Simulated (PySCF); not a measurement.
**Electron affinity of Pb by level of theory**

Pb⁻ [Xe] 4f14 5d10 6s2 6p3 (4S) → Pb [Xe] 4f14 5d10 6s2 6p2 (3P), as a difference of total energies. Calculation: PySCF 2.14, in x2c-TZVPPall with one added diffuse shell each of s, p, d, f type (12s8p7d4f, 99 functions); scalar relativity by spin-free X2C-1e. Correlated levels: valence: [Xe] 4f14 5d10 frozen. The calculations carry no spin-orbit coupling.

```tsv
method	electron affinity (eV)
UHF	0.883
MP2 (valence)	1.228
SCS-MP2 (valence)	1.093
CCSD (valence)	1.243
CCSD(T) (valence)	1.275
```

Task: How much does correlation contribute at CCSD(T) (valence)?

Result: 1.275 − (0.883) = 0.392 eV, measured against UHF.

Spin-orbit coupling is strong in these open shells (close to jj coupling). The scalar numbers leave it out and a first-order estimate fails, so it can dominate the gap to the real levels.

Errors of the correlated levels include the incompleteness of this basis and the frozen core.

For comparison: 0.357 eV (measured; photodetachment measurements, as compiled on the Wikipedia data page of electron affinities).
